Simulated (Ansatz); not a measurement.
Sn(Cl)(Me)(OH)2 (CH5ClO2Sn), SMILES [CH3][Sn]([OH])([OH])[Cl].

Coordinates come from a PBE0-D3(BJ)/def2-SVP optimisation. The structure was generated by enumeration; whether it is a known compound was not checked. The def2 effective core potentials stand for the cores of Sn; spin–orbit coupling is left out. Other conformers were not sampled.

Two levels are set side by side: PBE/def2-SVPD (Ansatz, a program for electronic structure) and PBE0/def2-SVPD (Ansatz). Energy differences of separate SCF runs at the same geometry; the states with an electron removed or added have multiplicity 2 and 2. Differences are taken from unrounded values.

```tsv
quantity	PBE
vertical ionisation energy (eV)	10.13
vertical singlet–triplet gap (eV)	4.82
```

These are the PBE values. What does PBE0 give? (Estimate from the structure and the level; the computed values follow.)


| quantity | PBE0 | PBE minus PBE0 |
|---|---|---|
| vertical ionisation energy (eV) | 10.77 | -0.64 |
| vertical singlet–triplet gap (eV) | 5.53 | -0.71 |
